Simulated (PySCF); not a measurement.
CH₇ClN₂Si.

```xyz
12

N     -2.2124    -1.2264     0.7463
C     -1.5236    -0.3307    -0.1772
Si     0.2215     0.0965     0.3784
N      1.1029    -1.3742     0.5482
Cl     1.0575     1.4364    -0.9982
H     -2.3786    -0.7589     1.6358
H     -1.6167    -2.0253     0.9611
H     -2.1133     0.5904    -0.3174
H     -1.4812    -0.7898    -1.1818
H      0.2543     0.7610     1.7113
H      1.9362    -1.3863     1.1267
H      1.2289    -1.9734    -0.2618
```

The structure is a stationary point at PBE0-D3(BJ)/def2-SVP. The structure was generated by enumeration; whether it is a known compound was not checked. One conformer was computed; it need not be the lowest.

These are PBE/pcSseg-1 (PySCF) values and carry that method's errors. Non-relativistic, no solvent.

Give the absolute GIAO shielding of each atom: isotropic value and principal components (ppm). (The exact figures need the calculation; the answer reports its results.)


```json
[
 {"atom": "N1", "σ(iso)": "239.1", "σ11": "196.9", "σ22": "244.2", "σ33": "276.1", "span": "79.2"},
 {"atom": "C2", "σ(iso)": "143.5", "σ11": "116.3", "σ22": "134.1", "σ33": "180.1", "span": "63.8"},
 {"atom": "Si3", "σ(iso)": "341.9", "σ11": "300.7", "σ22": "328.8", "σ33": "396.2", "span": "95.5"},
 {"atom": "N4", "σ(iso)": "230.1", "σ11": "212.7", "σ22": "224.5", "σ33": "253.1", "span": "40.4"},
 {"atom": "Cl5", "σ(iso)": "849.5", "σ11": "729.5", "σ22": "834.7", "σ33": "984.2", "span": "254.7"},
 {"atom": "H6", "σ(iso)": "31.4", "σ11": "24.8", "σ22": "28.8", "σ33": "40.7", "span": "15.9"},
 {"atom": "H7", "σ(iso)": "30.9", "σ11": "23.7", "σ22": "30.1", "σ33": "39.0", "span": "15.3"},
 {"atom": "H8", "σ(iso)": "28.8", "σ11": "24.0", "σ22": "29.2", "σ33": "33.0", "span": "8.9"},
 {"atom": "H9", "σ(iso)": "28.9", "σ11": "24.1", "σ22": "29.2", "σ33": "33.2", "span": "9.0"},
 {"atom": "H10", "σ(iso)": "26.3", "σ11": "22.8", "σ22": "24.8", "σ33": "31.4", "span": "8.6"},
 {"atom": "H11", "σ(iso)": "30.2", "σ11": "23.9", "σ22": "26.0", "σ33": "40.7", "span": "16.8"},
 {"atom": "H12", "σ(iso)": "30.8", "σ11": "24.9", "σ22": "27.0", "σ33": "40.6", "span": "15.7"}
]
```
